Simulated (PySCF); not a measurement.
Species: C7H13BO2.
Structure used (PBE0-D3(BJ)/def2-SVP), in Å, numbered top down from 1:
```
atom  x, y, z in Å
O1     3.2864   -0.3075    0.6874
B2     2.6347    0.7655    0.1574
O3     3.3708    1.8926   -0.0923
C4     1.1101    0.6473   -0.1268
C5     0.5409   -0.6887   -0.5837
C6    -0.5605   -0.7132   -1.6342
C7    -1.9618   -0.5343   -1.0522
C8    -2.0111    0.5852   -0.0207
C9    -1.1359    0.2440    1.1811
C10    0.2584   -0.1978    0.7991
H11    4.2222   -0.1194    0.8159
H12    2.8416    2.6032   -0.4636
H13    0.5990    1.5181   -0.5571
H14    1.2818   -1.4900   -0.6599
H15   -0.3730    0.0746   -2.3847
H16   -0.5117   -1.6655   -2.1851
H17   -2.2789   -1.4731   -0.5636
H18   -2.6822   -0.3492   -1.8651
H19   -3.0460    0.7581    0.3143
H20   -1.6810    1.5328   -0.4837
H21   -1.0840    1.0954    1.8809
H22   -1.6155   -0.5814    1.7368
H23    0.8161   -0.6907    1.6018
```

Computed at PBE0/pcSseg-1 (PySCF, non-relativistic), with Q(17O) = −0.0256 b, Q(11B) = 0.04059 b: O1, 17O (I = 5/2): χzz = -8.414 MHz, η = 0.251; B2, 11B (I = 3/2): χzz = 3.340 MHz, η = 0.416.

Find the zero-field quadrupole resonance frequencies of 17O at O1.

From the eigenvalues of H = χ/[4I(2I − 1)] × [3Iz² − I(I + 1) + η(Ix² − Iy²)], steps between neighbouring levels, labelled as for η = 0: ±1/2↔±3/2 1.346 MHz, ±3/2↔±5/2 2.493 MHz (boron-bound oxygen).

Find the zero-field quadrupole resonance frequencies of 11B at B2.

From ν = (|χ|/2)√(1 + η²/3): ν = 1.717 MHz (three-coordinate boron).

In a crystal, neighbours and librations shift these lines. Isolated species at its PBE0-D3(BJ)/def2-SVP geometry (one conformer only). The basis is small and wasn't made for field gradients, so the couplings can be 20 % off.
